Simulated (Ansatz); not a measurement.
```yaml
crystal:
  periodic: [false, false, false]
  atoms:
    - {symbol: C, position_ang: [0.790555, -0.739551, 1.594422]}
    - {symbol: N, position_ang: [0.263697, -0.111379, 0.440876]}
    - {symbol: W, position_ang: [-0.309598, 0.748902, -0.916192]}
    - {symbol: O, position_ang: [-1.429478, -0.427977, -1.857277]}
    - {symbol: F, position_ang: [0.438764, 2.474766, -0.847734]}
    - {symbol: F, position_ang: [-1.836950, 1.608971, -0.243874]}
    - {symbol: F, position_ang: [1.028671, 0.443435, -2.196702]}
    - {symbol: H, position_ang: [0.460349, -1.780943, 1.641143]}
    - {symbol: H, position_ang: [0.448065, -0.221803, 2.494466]}
    - {symbol: D, position_ang: [1.883364, -0.718901, 1.568267]}
    - {symbol: H, position_ang: [-1.671841, -1.332521, -1.656794]}
basis:
  gaussian: {orbitals: ANO-RCC-VTZP, fitting: {mean_field: cc-pVTZ-jkfit}}
hamiltonian: {xc: {name: r2SCAN0}, dispersion: d3bj, pseudopotentials: {relativity: scalar}}
```

```sh
$ ansatz run in.yaml --threads 4 --pin off --events-out ev --progress --plain --max-ram 11315MiB
```

Question: How does Ansatz answer? (Best estimate.)

Answer: Ansatz gave: The input was rejected before any iteration.
```
Error: YAML parse error: error: line 13 column 16: `D` is not an element symbol (H … Og, case-exact)
  --> <input>:13:16
   |
11 |     - {symbol: H, position_ang: [0.460349, -1.780943, 1.641143]}
12 |     - {symbol: H, position_ang: [0.448065, -0.221803, 2.494466]}
13 |     - {symbol: D, position_ang: [1.883364, -0.718901, 1.568267]}
   |                ^ `D` is not an element symbol (H … Og, case-exact)
14 |     - {symbol: H, position_ang: [-1.671841, -1.332521, -1.656794]}
15 | basis:
   |
```
